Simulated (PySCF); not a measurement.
## Working out the ionisation energy of Mn¹⁰⁺

Mn¹⁰⁺ [Ne] 3s2 3p3 (4S) → Mn¹¹⁺ [Ne] 3s2 3p2 (3P). All numbers are calculated (PySCF 2.14, the spin-free X2C one-electron Hamiltonian (Gaussian nucleus), in an even-tempered Gaussian basis (19 s from 0.59 bohr⁻², ratio 2.5; 12 p from 0.76 bohr⁻², ratio 2.5; 5 d from 4.4 bohr⁻², ratio 2.7; 4 f from 6.6 bohr⁻², ratio 2.7)). Frozen: 1s2; the 22 highest virtual orbitals dropped. Energies in hartree (1 hartree = 27.21139 eV):

```csv
part,Mn¹⁰⁺ (lower),Mn¹¹⁺ (upper)
UHF,-1118.837842,-1108.418443
MP2 opposite-spin,-0.330711,-0.323597
MP2 same-spin,-0.125479,-0.111373
```

Task: What does Hartree-Fock give?

Result: (-1108.418443) − (-1118.837842) = 10.419399 hartree = 283.526 eV.

Task: What do MP2 and SCS-MP2 (6/5 opposite-spin, 1/3 same-spin) give?

Result: The opposite-spin parts differ by 0.194 eV and the same-spin parts by 0.384 eV. MP2: 283.526 + (0.194) + (0.384) = 284.104 eV. SCS-MP2: 283.526 + 1.2 × (0.194) + (0.384)/3 = 283.887 eV.

A first-order spin-orbit estimate adds -1.157 eV to MP2 (outer shells), giving 282.947 eV against 286.1 ± 0.5 eV (semi-empirical (NIST evaluation); NIST Atomic Spectra Database, ionization energies).

What remains against the reference includes basis incompleteness, the frozen core and correlation beyond second order.
